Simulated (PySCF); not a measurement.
Coordinates in bohr (charge 0 multiplicity 5):
```
Ru    0.0000    0.0000    0.0000
F     3.4502   -0.0003    0.3755
F    -3.4502    0.0003    0.3755
F     0.0003    3.4502   -0.3754
F    -0.0003   -3.4502   -0.3757
```

All numbers come from UPBE0 in PySCF with Ru def2-SVP with ECP28, F def2-SVP; scalar-relativistic core potentials, no spin–orbit coupling; density-fitted integrals.

This geometry of RuF₄ is a stationary point at this level.

Q: What is the point group?

A: D2d.

Q: Is it a minimum?

A: Yes: all harmonic wavenumbers are real.

Q: Which band is strongest in the infrared?

A: 730 cm⁻¹ (e), 404 km/mol.

Q: What are the dipole moment and the gap between the highest occupied and lowest empty levels of either spin?

A: 0.00 D and 3.94 eV.

Only a few start shapes were tried, so a lower isomer may exist. Open d and f shells are described by one determinant, and the ground state may have another occupation or spin.
